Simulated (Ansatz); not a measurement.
Input file for Ansatz (an electronic-structure program): R-CCSD(T)/aug-cc-pV(T+d)Z on disulfane (SMILES SS), atoms moved off the minimum. Files ending in .json are basis or fitting sets from the Basis Set Exchange.

Ansatz 0.2 input:
```yaml
crystal:
  periodic: [false, false, false]
  atoms:
    - {symbol: S, position_ang: [-0.92166630, 0.06211860, 0.49432793]}
    - {symbol: S, position_ang: [0.92609621, 0.03724347, -0.44629624]}
    - {symbol: H, position_ang: [-1.54909179, -0.88843408, -0.27226034]}
    - {symbol: H, position_ang: [1.51958632, -0.88085719, 0.26859923]}
basis:
  gaussian:
    orbitals: aug-cc-pV_T+d_Z.json
magnetization: {spin_polarized: false}
correlation: {method: ccsd_t, electrons: outside_noble_gas}
scf: {lower_state_search: off}
output: {forces: true}
```

The log:

```
WARN ansatz: RAYON_NUM_THREADS=1 ignored (pool sized by the plan → 1); use --threads N
Functional definition: HF
these checks for a lower state are left out or cut short: starts, cluster_reference, orbital_swaps, neighbouring_geometries, increment
integrals: 0.40 GiB planned
902 factors; integrals over basis functions are off by at most 5.6e-4 eV
mean field: 0.37 GiB planned
mean field evaluation 1: about -21666.6266 eV, gradient 1.3e1 eV
mean field evaluation 2: about -21666.7437 eV, gradient 1.3e1 eV
mean field evaluation 4: about -21667.4686 eV, gradient 1.7e0 eV
mean field evaluation 8: about -21667.4859 eV, gradient 9.7e-2 eV
mean field -21667.48594283 eV, -796.2654216494 hartree, gradient 1.8e-6 eV, S^2 0.000000; 0 other end points of the search recorded, 0 dependent functions left out
10 core orbitals not correlated
reference -21667.48594283 eV, -796.2654216494 hartree; 7, 7 occupied and 139, 139 virtual orbitals, 902 factors
densities: 1.67 GiB planned
second order -9.93625303 eV of doubles, -0.00000000 eV of singles
coupled cluster: 0.98 GiB planned
cycle   1  -10.59462104 eV  change   -6.6e-1 eV  update   7.1e-2
cycle   2  -10.89556191 eV  change   -3.0e-1 eV  update   2.2e-2
cycle   3  -10.93267208 eV  change   -3.7e-2 eV  update   8.5e-3
cycle   4  -10.92948478 eV  change    3.2e-3 eV  update   2.4e-3
cycle   5  -10.92889281 eV  change    5.9e-4 eV  update   8.5e-4
cycle   6  -10.92873695 eV  change    1.6e-4 eV  update   3.3e-4
cycle   7  -10.92871102 eV  change    2.6e-5 eV  update   1.3e-4
cycle   8  -10.92874187 eV  change   -3.1e-5 eV  update   5.3e-5
cycle   9  -10.92874301 eV  change   -1.1e-6 eV  update   2.2e-5
cycle  10  -10.92873611 eV  change    6.9e-6 eV  update   9.6e-6
cycle  11  -10.92874083 eV  change   -4.7e-6 eV  update   4.5e-6
perturbative correction -0.52657099 eV, -0.0193511269 hartree
the calculation of the forces begins
mean field evaluation 16: about -21667.4859 eV, gradient 1.8e-6 eV
Total energy: -21678.94125465 eV, -796.6863965943 hartree
Atom 0 at    -0.921666     0.062119     0.494328 Å, force    -0.249544    -0.538502    -0.361541 eV/Å
Atom 1 at     0.926096     0.037243    -0.446296 Å, force    -0.467913     0.789632    -0.663291 eV/Å
Atom 2 at    -1.549092    -0.888434    -0.272260 Å, force     0.346410     0.493213     0.386308 eV/Å
Atom 3 at     1.519586    -0.880857     0.268599 Å, force     0.371047    -0.744342     0.638524 eV/Å
Dipole moment:    -0.002087    -0.230737     0.000540 e Å
Checks for a lower state left out: starts, cluster_reference, orbital_swaps, neighbouring_geometries, increment
```

The calculation finished and met its thresholds.

Cost: around 90 core-seconds (rough).
